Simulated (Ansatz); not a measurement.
Geometry optimisation, RKS B3LYP/def2-SVP (Ansatz).

Input file:

```yaml
crystal:
  periodic: [false, false, false]
  atoms:
    - { symbol: Ta, position_ang: [-0.405343, 0.4106, 0.262503] }
    - { symbol: F, position_ang: [2.542114, -0.621042, 0.314829] }
    - { symbol: O, position_ang: [-0.429692, -0.285751, 2.009809] }
    - { symbol: H, position_ang: [-0.117774, -0.729089, 2.804723] }
    - { symbol: F, position_ang: [0.150397, 1.097621, -1.414234] }
    - { symbol: F, position_ang: [-2.143422, 1.075137, 0.210286] }
    - { symbol: F, position_ang: [-0.261477, -1.304808, -0.494576] }
    - { symbol: S, position_ang: [1.154989, 2.200408, 1.006736] }
    - { symbol: H, position_ang: [1.095004, 1.971913, 2.334437] }
    - { symbol: H, position_ang: [2.787404, 0.26821, 0.425486] }
basis:
  gaussian: { orbitals: def2-SVP }
hamiltonian:
  xc: b3lyp
relax:
  f_tol: 0.03
  max_steps: 50
```

Launched with:

```bash
$ ansatz run input.yaml --threads 4 --pin off --max-ram 5120MiB --backend cpu --events-out ev --progress --plain --runs-dir out
```

Q: Where does it end, and by what steps?

A: The run converged. After 13 steps the energy has fallen by 0.253 eV; F2 moved furthest, 0.55 Å. Joined: Ta1–F2 (3.12 → 2.35 Å).

```tsv
step	energy less start (eV)	largest force component (eV/Å)	accepted
0	0.0000	0.400	yes
1	-0.0630	0.454	yes
2	-0.1320	0.669	yes
3	-0.2063	0.476	yes
4	-0.2099	0.689	yes
5	-0.2464	0.208	yes
6	-0.2480	0.160	yes
7	-0.2492	0.090	yes
8	-0.2507	0.056	yes
9	-0.2512	0.160	yes
10	-0.2520	0.075	yes
11	-0.2526	0.047	yes
12	-0.2528	0.084	yes
13	-0.2531	0.014	yes
```

```xyz
10
Properties=species:S:1:pos:R:3
Ta -0.200 0.299 0.234
F 2.035 -0.426 0.222
O -0.288 -0.343 2.001
H -0.104 -0.665 2.887
F 0.327 1.056 -1.421
F -1.929 0.987 0.167
F -0.293 -1.407 -0.557
S 1.286 2.185 1.043
H 1.211 1.940 2.372
H 2.328 0.457 0.511
```

Whether the end is a true minimum wasn't checked by a vibrational analysis.

Run time: 49 s on 4 threads of Arm Neoverse V1, with other jobs on the host, peak memory 0.39 GiB.
